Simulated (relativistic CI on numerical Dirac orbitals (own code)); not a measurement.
## Cu3+ in a cubic cluster: 2p photoemission with charge transfer

Computed with a charge-transfer multiplet model of a cubic metal-ligand cluster with up to 2 ligand holes, Slater and spin-orbit integrals from Dirac-Coulomb-Breit ions, Slater integrals scaled by 0.8. The ground state mixes d8 with configurations of k ligand holes L, whose averages lie at kΔ + k(k − 1)U_dd/2; a core hole lowers each added d electron by U_cd. 300 K, Lorentzian 0.6 eV and Gaussian 0.8 eV FWHM.

Atomic integrals in eV (Slater integrals scaled, ζ unscaled), ground: F2dd 11.066, F4dd 6.905, zeta_d 0.110; with the core hole: F2dd 12.413, F4dd 7.786, zeta_d 0.150, zeta_core 13.370, F2cd 7.564, G1cd 5.867, G3cd 3.340.

Cluster parameters (eV): U_dd = 8.2, U_cd = 9.7, 10Dq = 1.65, 10Dq(ligand) = 1.6, V(eg) = 2.9, V(t2g) = -1.59, final-state hopping factor = 1.

```csv
Case,n_d,d8,d9L,d10L2,S
Δ = 0.8 eV,8.48,0.55,0.42,0.03,1.00
Δ = 2.8 eV,8.34,0.67,0.31,0.02,1.00
Δ = 3.8 eV,8.28,0.73,0.26,0.01,1.00
Δ = 4.8 eV,8.24,0.77,0.22,0.01,1.00
Δ = 5.8 eV,8.20,0.81,0.19,0.01,1.00
```

Weights, n_d and S are thermal averages at 300 K. Binding energies count from the first peak over 30 % of the highest in each spectrum, which can be another peak from case to case. The parameters are a model scan and need not match a compound or its usual spin state. Peaks in eV (height, largest 100):
- Δ = 0.8 eV: 0.0 (100), 7.8 (38), 13.3 (9), 14.4 (10), 20.4 (49), 28.0 (24), 35.4 (8)
- Δ = 2.8 eV: 0.0 (100), 7.9 (45), 12.8 (10), 15.6 (6), 20.5 (48), 28.2 (26), 33.6 (9)
- Δ = 3.8 eV: 0.0 (100), 7.9 (46), 12.9 (9), 15.0 (6), 20.5 (48), 28.3 (27), 33.1 (8)
- Δ = 4.8 eV: 0.0 (100), 7.9 (43), 12.8 (7), 14.7 (6), 20.6 (48), 28.4 (27), 32.9 (6)
- Δ = 5.8 eV: 0.0 (100), 7.6 (37), 9.6 (13), 20.6 (49), 28.4 (25)

Curve for Δ = 4.8 eV (points under 2 left out, the grid thinned):

```json
{"E (eV)": "-3.0", "Intensity": "2.0"}
{"E (eV)": "-2.2", "Intensity": "3.7"}
{"E (eV)": "-1.5", "Intensity": "8.1"}
{"E (eV)": "-0.7", "Intensity": "39.7"}
{"E (eV)": "0.0", "Intensity": "100.0"}
{"E (eV)": "0.8", "Intensity": "54.6"}
{"E (eV)": "1.5", "Intensity": "28.3"}
{"E (eV)": "2.3", "Intensity": "9.0"}
{"E (eV)": "3.0", "Intensity": "5.9"}
{"E (eV)": "3.8", "Intensity": "4.4"}
{"E (eV)": "4.5", "Intensity": "3.4"}
{"E (eV)": "5.3", "Intensity": "4.7"}
{"E (eV)": "6.1", "Intensity": "6.0"}
{"E (eV)": "6.8", "Intensity": "12.8"}
{"E (eV)": "7.6", "Intensity": "40.2"}
{"E (eV)": "8.3", "Intensity": "38.4"}
{"E (eV)": "9.1", "Intensity": "16.8"}
{"E (eV)": "9.8", "Intensity": "11.7"}
{"E (eV)": "10.6", "Intensity": "5.0"}
{"E (eV)": "11.3", "Intensity": "3.5"}
{"E (eV)": "12.1", "Intensity": "6.0"}
{"E (eV)": "12.8", "Intensity": "6.8"}
{"E (eV)": "13.6", "Intensity": "5.6"}
{"E (eV)": "14.4", "Intensity": "5.4"}
{"E (eV)": "15.1", "Intensity": "4.9"}
{"E (eV)": "15.9", "Intensity": "2.8"}
{"E (eV)": "16.6", "Intensity": "2.2"}
{"E (eV)": "18.8", "Intensity": "3.3"}
{"E (eV)": "19.5", "Intensity": "10.1"}
{"E (eV)": "20.3", "Intensity": "42.4"}
{"E (eV)": "21.0", "Intensity": "40.6"}
{"E (eV)": "21.8", "Intensity": "16.7"}
{"E (eV)": "22.5", "Intensity": "5.0"}
{"E (eV)": "23.3", "Intensity": "3.6"}
{"E (eV)": "24.1", "Intensity": "2.3"}
{"E (eV)": "26.9", "Intensity": "3.0"}
{"E (eV)": "27.7", "Intensity": "13.0"}
{"E (eV)": "28.4", "Intensity": "26.8"}
{"E (eV)": "29.2", "Intensity": "12.7"}
{"E (eV)": "29.9", "Intensity": "5.5"}
{"E (eV)": "30.7", "Intensity": "2.2"}
{"E (eV)": "32.4", "Intensity": "4.3"}
{"E (eV)": "33.2", "Intensity": "5.4"}
{"E (eV)": "33.9", "Intensity": "2.9"}
{"E (eV)": "34.7", "Intensity": "2.1"}
```

For the case Δ = 2.8 eV, Δ = 2.8 eV is smaller than U_dd = 8.2 eV, the charge-transfer side of the Zaanen-Sawatzky-Allen scheme. With the core hole the configuration with one ligand hole lies at Δ − U_cd = -8.9, -6.9, -5.9, -4.9, -3.9 eV from the one without, in the order of the table; where this is negative the screened configuration lies lower, though the effective hopping of about 3.7 eV (from the holes of the mixed ground state) mixes the two strongly wherever it is as large as the gap.
